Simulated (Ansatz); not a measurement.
Compare A (`C[C]1(F)[CH2][GeH2]1`) with its isomer B (`F[C@H]1C[C@@H]1[GeH3]`).

Program: Ansatz. Geometries: PBE0-D4/def2-TZVP. ΔE: electronic, gas phase. CCSD(T)/CBS is the MP2 limit (def2-TZVPP, def2-QZVPP) plus CCSD(T) − MP2 in def2-TZVPP, frozen cores. Functionals use def2-TZVPP. B3LYP here is the variant with VWN-RPA as its local correlation; programs differ in this. For Ge outer-core shells are correlated without core-valence functions, which leaves a few kJ/mol of doubt a bond. Scalar relativity is left out up to krypton.

Question: Which is lower in electronic energy at CCSD(T)/CBS, and by how much? (Best estimate.)

Answer: The calculation gave: B, by 9.5 kJ/mol.

Question: Give E(B) − E(A) in kJ/mol with B2PLYP, MP2/def2-TZVPP, r2SCAN-D4, PBE0-D4, B3LYP, CCSD(T)/def2-TZVPP, B3LYP-D4. (Best estimate.)

Answer: Ansatz gave: B2PLYP -16.8, MP2/def2-TZVPP -16.8, r2SCAN-D4 -12.6, PBE0-D4 -18.5, B3LYP -17.3, CCSD(T)/def2-TZVPP -17.5, B3LYP-D4 -15.5. None reverses the order clearly.

Largest T1 diagnostic: 0.011.

In def2-TZVPP, CCSD(T) changes the Hartree–Fock value by +29.3 kJ/mol (the triples alone add +5.3 kJ/mol) and MP2 by +29.9 kJ/mol. From PBE to PBE0 (25 % exact exchange), in def2-TZVPP and without D4, E(B) − E(A) moves by −9.0 kJ/mol.
